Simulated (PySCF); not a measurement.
**Sb (antimony, neutral) across methods**

[Kr] 4d10 5s1 5p3 5d1, high-spin 6D determinant (an excited configuration). All numbers are calculated (PySCF 2.14, scalar relativity through the core potential, in aug-cc-pwCVTZ-PP with ECP28MDF (8s7p6d4f1g, 96 functions)).

| method | E (hartree) | mean ε 5s α (eV) | mean ε 5p α (eV) | mean ε 5d α (eV) | Σ⟨r²⟩ (bohr²) | ⟨S²⟩ |
| --- | --- | --- | --- | --- | --- | --- |
| HSE06 | -239.7406 | -18.481 | -9.017 | -0.357 | 75.60 | 8.751 |
| LDA | -239.3348 | -17.220 | -8.354 | -0.230 | 75.78 | 8.751 |
| UHF | -238.87223 | -23.992 | -12.489 | -1.796 | 75.46 | 8.754 |
| r2SCAN | -239.8361 | -17.859 | -8.721 | -0.209 | 75.49 | 8.753 |
| TPSS | -239.6345 | -17.113 | -8.312 | -0.220 | 75.73 | 8.752 |
| PW91 | -239.8126 | -17.083 | -8.299 | -0.274 | 75.67 | 8.751 |
| M06-L | -239.8738 | -17.091 | -8.185 | -0.231 | 75.88 | 8.752 |
| PBE | -239.7195 | -17.016 | -8.255 | -0.255 | 75.77 | 8.751 |

(1) Estimate the same row for PBE0.

Energies and moments cover only the electrons outside the core potential. The outer electron is Rydberg-like, and this basis confines it to a smaller radius and binds it less than a complete one would.

## Answers

(1) E (hartree) = -239.7454; mean ε 5s α (eV) = -18.945; mean ε 5p α (eV) = -9.443; mean ε 5d α (eV) = -0.688; Σ⟨r²⟩ (bohr²) = 75.36; ⟨S²⟩ = 8.752.
